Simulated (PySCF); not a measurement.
# Field gradients at the hydrogen positions

Species: C₄H₁₂Si₃.
Structure used (GFN2-xTB), in Å, numbered top down from 1:
```
atom  x, y, z in Å
C1    -2.910   -0.789    0.168
C2    -1.501   -0.220    0.332
Si3   -1.370    1.512   -0.452
Si4   -0.189   -1.442   -0.324
C5     1.470   -0.702    0.023
C6     2.535   -0.181    0.271
Si7    4.141    0.651    0.651
H8    -3.004   -1.759    0.657
H9    -3.654   -0.122    0.602
H10   -3.153   -0.920   -0.885
H11   -1.314   -0.101    1.406
H12   -2.391    2.386    0.139
H13   -1.619    1.413   -1.893
H14   -0.042    2.074   -0.211
H15   -0.293   -2.731    0.379
H16   -0.339   -1.648   -1.771
H17    3.944    2.099    0.534
H18    4.536    0.297    2.018
H19    5.145    0.190   -0.312
```

Level: PBE0/pcSseg-1 (PySCF, non-relativistic); Q(2H) = 0.00286 b; rigid geometry, the same for H and D, with no vibrational averaging.

What are Vzz, η and χzz (234.96 MHz × Q × Vzz) at all hydrogens?

| atom | bonded to | bond length (Å) | Vzz (au) | η | χzz (kHz) |
| --- | --- | --- | --- | --- | --- |
| H8 | C1 | 1.090 | 0.3099 | 0.03 | 208 |
| H9 | C1 | 1.090 | 0.3102 | 0.02 | 208 |
| H10 | C1 | 1.089 | 0.3110 | 0.02 | 209 |
| H11 | C2 | 1.096 | 0.3054 | 0.03 | 205 |
| H12 | Si3 | 1.468 | 0.1601 | 0.01 | 108 |
| H13 | Si3 | 1.466 | 0.1619 | 0.02 | 109 |
| H14 | Si3 | 1.462 | 0.1639 | 0.01 | 110 |
| H15 | Si4 | 1.472 | 0.1557 | 0.01 | 105 |
| H16 | Si4 | 1.469 | 0.1577 | 0.01 | 106 |
| H17 | Si7 | 1.466 | 0.1591 | 0.01 | 107 |
| H18 | Si7 | 1.466 | 0.1591 | 0.01 | 107 |
| H19 | Si7 | 1.465 | 0.1595 | 0.01 | 107 |

Average by the element that carries the hydrogen.

on C: 208 kHz over 4 positions, mean bond length 1.091 Å; on Si: 107 kHz over 8 positions, mean bond length 1.467 Å.

How does χzz go with the bond length over the 8 Si–H bonds?

A straight-line fit has a slope of -5.3 kHz for each 0.01 Å, with a correlation coefficient of -0.90, over lengths from 1.462 to 1.472 Å. The longer bonds have the smaller couplings here.

Give the 2H NMR doublet splittings at H9 for a magnetic field along the z, y and x axes of the gradient: 3χ/2, 3χ(1 + η)/4, 3χ(1 − η)/4.

With |χ| = 208.5 kHz and η = 0.024: 313, 160 and 153 kHz, to first order and without motion.

The structure is a single GFN2-xTB conformer in the gas phase; no vibrational or solvent corrections. GFN2-xTB bond lengths can be off by several hundredths of an ångström, more for odd bonds, and the gradients follow them. The basis is small and wasn't made for field gradients, so the couplings can be 20 % off.
